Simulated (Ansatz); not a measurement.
Ansatz (a first-principles code) input (B3LYP-D3(BJ)/def2-TZVP):

Ansatz 0.2 input:
```yaml
crystal:
  periodic: [false, false, false]
  atoms:
    - {symbol: Si, position_ang: [-0.17684421, 0.36077566, 0.26925407]}
    - {symbol: N, position_ang: [-0.19919228, 1.63945124, -0.77854751]}
    - {symbol: N, position_ang: [-1.21940751, -1.05416097, -0.08734581]}
    - {symbol: N, position_ang: [1.47216489, -0.32463234, 0.39035693]}
    - {symbol: H, position_ang: [-0.48924303, 0.45323146, 1.74242212]}
    - {symbol: H, position_ang: [-1.11275913, 2.05601905, -0.94405161]}
    - {symbol: H, position_ang: [-0.82612603, -1.91806633, 0.26470563]}
    - {symbol: H, position_ang: [-1.33691090, -1.17362210, -1.08541919]}
    - {symbol: H, position_ang: [2.08740906, 0.36877504, 0.79523622]}
    - {symbol: H, position_ang: [1.83979546, -0.50331213, -0.53657734]}
basis:
  gaussian:
    orbitals: def2-TZVP
hamiltonian:
  xc: b3lyp
  dispersion: d3bj
total_charge: -1
relax: {f_tol: 0.002, max_steps: 150}
```

End of the output:

```
mean field -12450.47125726 eV, -457.5463794716 hartree, gradient 2.1e-5 eV, S^2 0.000000; 1 other end points of the search recorded, 0 dependent functions left out
the calculation of the forces begins
reference -12450.47153395 eV, -457.5463896400 hartree; 21, 21 occupied and 145, 145 virtual orbitals, 990 factors
Total energy: -12450.80891540 eV, -457.5587881795 hartree
Atom 0 at    -0.137001     0.325500     0.219585 Å, force    -0.000463     0.000903    -0.000368 eV/Å
Atom 1 at    -0.233235     1.593522    -0.829954 Å, force     0.000364    -0.000486     0.000014 eV/Å
Atom 2 at    -1.284913    -1.008542    -0.078161 Å, force    -0.000633    -0.000611    -0.000389 eV/Å
Atom 3 at     1.531054    -0.317822     0.212567 Å, force     0.000303    -0.000551     0.000103 eV/Å
Atom 4 at    -0.336356     0.468321     1.727670 Å, force     0.000244    -0.000043     0.000063 eV/Å
Atom 5 at    -1.169102     1.922094    -1.050454 Å, force    -0.000060     0.000148     0.000219 eV/Å
Atom 6 at    -1.057607    -1.864842     0.417852 Å, force     0.000111     0.000255     0.000061 eV/Å
Atom 7 at    -1.346154    -1.228301    -1.066557 Å, force     0.000019    -0.000122     0.000073 eV/Å
Atom 8 at     2.038715    -0.065093     1.052855 Å, force     0.000346     0.000155     0.000196 eV/Å
Atom 9 at     2.033486     0.079621    -0.575370 Å, force    -0.000231     0.000353     0.000027 eV/Å
Dipole moment:     0.152676    -0.615281     0.135816 e Å
```

It need not be the lowest isomer of its formula. Whether it binds its extra electron was not tested at this geometry.
